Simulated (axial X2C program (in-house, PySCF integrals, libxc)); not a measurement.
# Worked dissociation energy of RuN: B3LYP, without spin–orbit coupling

All values were computed with an in-house relativistic program for diatomic molecules. Spin-free means the one-electron spin-free X2C Hamiltonian. Basis: Ru dyall-cv3z [12s12p8d5f3g], N dyall-av3z [7s7p3d2f] (cores contracted in-house); Gaussian nuclei, density fitting, unrestricted open shells. Masses: Ru 101.904 u, N 14.003 u.

Molecular state: M_S = 1/2, Λ = 0 (beyond evenly filled blocks: σα).

- E(Ru) (2M_S = 4, M_L = 2): -4530.436989 hartree
- E(N) (2M_S = 3, M_L = 0): -54.636862 hartree
- E(RuN) at Re: -4585.253712 hartree
- ωe: 1210.8 cm⁻¹

(1) Work out De and D0.

One determinant describes the state; a PBE0 search over occupations chose it and may have missed a lower one. Dissociation energies refer to the lowest single-determinant-based atoms at the same level and basis. The functionals have no current-density term, which raises determinants with orbital currents, atoms included. The determinant is spin-polarised beyond a pure state at some levels (its spin-free form has ⟨S²⟩ too high), which makes Re and μ there less reliable.

Each atomic determinant is the lowest at this level and need not be a pure term. Totals compare only within one Hamiltonian and basis.

Results:

(1) De = -4530.436989 + (-54.636862) − (-4585.253712) = 0.17986 hartree = 4.894 eV. The zero-point energy is ωe/2 = 605 cm⁻¹ = 0.075 eV, so D0 = 4.819 eV.
